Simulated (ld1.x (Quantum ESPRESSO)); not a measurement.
# An all-electron radial function and its pseudo partner (Eu (Z = 63))

Columns: radius, all-electron u(r) and pseudo u(r) of the 4f shell (level -8.36 eV) of europium in the configuration [Kr] 4d10 4f6 5s2 5p6 5d1 6s2 6p0; PBE, scalar-relativistic, TM semilocal scheme, ld1.x (Quantum ESPRESSO) 7.5.

```json
{"r (bohr)": "0.090", "all-electron": "0.0523", "pseudo": "0.0076"}
{"r (bohr)": "0.180", "all-electron": "0.2924", "pseudo": "0.1008"}
{"r (bohr)": "0.270", "all-electron": "0.5984", "pseudo": "0.3697"}
{"r (bohr)": "0.360", "all-electron": "0.8450", "pseudo": "0.7435"}
{"r (bohr)": "0.450", "all-electron": "0.9960", "pseudo": "1.0359"}
{"r (bohr)": "0.540", "all-electron": "1.0598", "pseudo": "1.1474"}
{"r (bohr)": "0.630", "all-electron": "1.0608", "pseudo": "1.1218"}
{"r (bohr)": "0.720", "all-electron": "1.0232", "pseudo": "1.0455"}
{"r (bohr)": "0.810", "all-electron": "0.9643", "pseudo": "0.9677"}
{"r (bohr)": "0.900", "all-electron": "0.8957", "pseudo": "0.8958"}
{"r (bohr)": "0.990", "all-electron": "0.8244", "pseudo": "0.8244"}
{"r (bohr)": "1.080", "all-electron": "0.7544", "pseudo": "0.7544"}
{"r (bohr)": "1.170", "all-electron": "0.6877", "pseudo": "0.6877"}
{"r (bohr)": "1.260", "all-electron": "0.6253", "pseudo": "0.6253"}
{"r (bohr)": "1.350", "all-electron": "0.5676", "pseudo": "0.5676"}
{"r (bohr)": "1.440", "all-electron": "0.5146", "pseudo": "0.5146"}
{"r (bohr)": "1.530", "all-electron": "0.4662", "pseudo": "0.4662"}
{"r (bohr)": "1.620", "all-electron": "0.4221", "pseudo": "0.4221"}
{"r (bohr)": "1.710", "all-electron": "0.3822", "pseudo": "0.3822"}
{"r (bohr)": "1.800", "all-electron": "0.3461", "pseudo": "0.3461"}
{"r (bohr)": "1.890", "all-electron": "0.3135", "pseudo": "0.3135"}
{"r (bohr)": "1.980", "all-electron": "0.2841", "pseudo": "0.2841"}
{"r (bohr)": "2.070", "all-electron": "0.2576", "pseudo": "0.2576"}
{"r (bohr)": "2.160", "all-electron": "0.2337", "pseudo": "0.2337"}
{"r (bohr)": "2.250", "all-electron": "0.2123", "pseudo": "0.2123"}
{"r (bohr)": "2.340", "all-electron": "0.1929", "pseudo": "0.1929"}
```

(1) How many radial nodes do the two functions have?

(2) At about which radius was the pseudo-wave matched?

(3) Is the pseudo-wave norm-conserving?

Results:

(1) The all-electron 4f function has n − l − 1 = 0; the pseudo-wave has 0.

(2) 0.95 bohr, where the columns begin to agree (steps of 0.09 bohr).

(3) Yes: the TM semilocal scheme keeps the norm inside the radius equal to the all-electron one, which fixes the energy derivative of the logarithmic derivative at the level.
